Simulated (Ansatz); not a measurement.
Gas-phase electronic energies from Ansatz, PBE0-D4/def2-TZVP geometries. CCSD(T)/CBS adds triple-zeta CCSD(T) − MP2 to the extrapolated MP2 energy (def2 sets, frozen cores). This one scheme is used for every species. Elements past krypton have def2 core potentials. For Sb outer-core shells are correlated without core-valence functions, which leaves a few kJ/mol of doubt a bond. Each species was taken in one conformer, which may not be the lowest.

Consider the ligand exchange at the Sb–O bond: `C=NC[O][SbH2]` + `N[SiH3]` → `[SiH3][NH][SbH2]` + `C=NCO`.

```tsv
level	ΔE (kcal/mol)
CCSD(T)/def2-TZVPP	2.0
MP2/CBS(def2)	2.7
```

**Question.** What does CCSD(T)/CBS give? (Best estimate.)

**Answer.** Ansatz gave: +2.8 kcal/mol. The listed levels differ from it by -0.8, -0.1 kcal/mol.

Largest T1 diagnostic among the species: 0.014.

In def2-TZVPP, CCSD(T) changes the Hartree–Fock value by +1.0 kcal/mol (the triples alone add +0.4 kcal/mol) and MP2 by +1.0 kcal/mol. From PBE to PBE0 (25 % exact exchange), in def2-TZVPP and without D4, ΔE moves by −1.2 kcal/mol.
